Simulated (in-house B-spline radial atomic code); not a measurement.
## BSE on G0W0@HF excitations of Hf V (Hf4+)

Method: BSE on G0W0@HF. Computed with a B-spline radial code for spherical atoms: linear response of the closed shell [Xe] 4f14 with a statically screened interaction on G0W0 levels; scalar-relativistic (spin-free one-electron X2C), finite nucleus, no spin-orbit coupling, no double excitations, S, P, D and F terms only; shells from n = 3 respond. Only terms of natural parity with L up to 3 were computed.

Spin-orbit coupling is strong here, so these LS terms don't match observed levels.

Command:
```bash
python run_td.py task.json out
```
Settings (radii: box in bohr, nucleus in fm):
```
Z                        72
electrons                68
configuration            [Xe] 4f14
hamiltonian              x2c
method                   bse
box_radius               19.1
rms_radius               5.347
intervals                71
```

Time taken, with all properties: 10 s on 1 thread of Arm Neoverse N1, with other jobs on the host.

The lowest states, in the order of their Tamm-Dancoff energies; the method's threshold (minus the highest G0W0 level) is 68.81 eV. Labels give the largest channel, * marks a mixed state, and oscillator strengths are full-response dipole values. Energies in eV:

```csv
state,full response,Tamm-Dancoff,oscillator strength
4f → 5d 3P,?,?,-
4f → 5d 3F,20.923,20.950,-
4f → 5d 1F,21.546,21.556,-
4f → 5d 1P,22.122,22.406,0.144
4f → 6s 3F,26.783,26.788,-
4f → 6s 1F,26.948,26.953,-
4f → 6p 3D,34.93,34.93,-
4f → 6p 1D,35.24,35.25,-
5p → 5d 3P,35.47,35.54,-
5p → 5d 3F,36.31,36.41,-
5p → 5d 1F,38.47,38.50,-
5p → 6s 3P,?,?,-
5p → 6s 1P,43.04,43.09,0.073
```

Question: Where does 4f → 5d 3P lie?

Answer: At 19.771 eV in full response, 19.828 eV in Tamm-Dancoff.

Question: Where does 5p → 6s 3P lie?

Answer: At 42.40 eV in full response, 42.41 eV in Tamm-Dancoff.

Question: How large is the singlet-triplet splitting of 4f → 5d (F terms) in Tamm-Dancoff?

Answer: 0.606 eV, from the unrounded values.

Question: What polarisabilities and dispersion coefficient does the method give?

Answer: Dipole 3.109 bohr³, quadrupole 4.894 bohr⁵, C6 13.86 hartree·bohr⁶ for two such species.
